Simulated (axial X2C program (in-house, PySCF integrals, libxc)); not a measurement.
## Working with the constants of YP

A bond curve at the PBE0 level, two-component, was computed with an in-house all-electron X2C program for linear molecules (integrals from PySCF) (basis Y dyall-cv3z [11s12p9d6f3g], P dyall-v3z [8s7p2d1f] (cores contracted in-house)) for the state Ω = 0 (closed shell). Its fit gives Re = 2.2937 Å, ωe = 480.8 cm⁻¹, ωexe = 1.05 cm⁻¹ and αe = 4.175e-04 cm⁻¹; the masses are 88.9058 and 30.9738 u. Two-component means X2C with spin–orbit coupling and atomic mean-field Coulomb and Gaunt terms.

Problem. Find the reduced mass, Be and the force constant.

Solution. From the PBE0 values: μ = 22.9710 u. Be = 16.8576/(μ Re²) = 0.1395 cm⁻¹. k = 5.8918×10⁻⁷ μ ωe² = 3.13 mdyn/Å.

Problem. Give B0, the J = 1←0 line in GHz and the most populated J at 300 K (kT = 208.5 cm⁻¹).

Solution. B0 = Be − αe/2 = 0.1393 cm⁻¹; 2B0 = 8.351 GHz; J(max) ≈ √(kT/2B0) − 1/2 = 26.9, so J = 27.

Problem. Estimate the centrifugal constant by the Kratzer relation.

Solution. D = 4Be³/ωe² = 4.70e-08 cm⁻¹.

Problem. The dipole moment p changes by 3.22 D/Å at Re. What harmonic infrared intensity follows?

Solution. I = 42.256 × (dp/dR)²/μ = 19 km/mol.

Problem. Where do the fundamental and the first overtone lie?

Solution. ν(1←0) = ωe − 2ωexe = 478.7 cm⁻¹; ν(2←0) = 2ωe − 6ωexe = 955.3 cm⁻¹.

The state is one determinant whose occupation by symmetry is held fixed; it was picked as the lowest of a PBE0 search that is not exhaustive. PBE0 can misorder states that lie within some tenths of an eV, so this need not be the ground state of the molecule. The nearest other 2c determinant of the search, Ω = 2, lies 0.42 eV up at the distance of the search. The stretched end of a curve changes character and is left out.
